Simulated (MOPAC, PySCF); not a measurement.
[Ti(F)3(OH)], neutral singlet in the gas phase. 

Cartesian coordinates (Å):
```xyz
6

Ti     0.1272    -0.0590     0.0244
F      0.8068     0.6158    -1.4449
F     -1.0462    -1.2929    -0.3969
F     -0.6943     1.2178     0.9019
O      1.3999    -0.7525     1.0080
H      2.1322    -1.0805     1.5536
```
Charge 0, multiplicity 1.

All levels are single points at this geometry (BP86-D3(BJ)/def2-SVP); Pople sets use spherical d functions. Orbital energies aren't observables, and empty levels follow the basis.

```tsv
level	HOMO (eV)	LUMO (eV)	gap (eV)	dipole (D)	vertical IE, Delta-SCF (eV)
TPSSh-D3(BJ)/def2-TZVP in PySCF	-9.62	-2.99	6.63	2.89	–
B3LYP/6-31G* (LANL2DZ on Ti) in PySCF	-10.07	-2.68	7.39	2.96	12.84
B3LYP/LANL2DZ in PySCF	-10.53	-3.29	7.24	3.42	–
BP86/6-31G* (LANL2DZ on Ti) in PySCF	-8.63	-3.27	5.36	2.86	–
HF/6-31G* (LANL2DZ on Ti) in PySCF	-15.12	0.95	16.07	3.13	11.96
PM7 in MOPAC	-13.36	-0.58	12.78	3.40	–
```
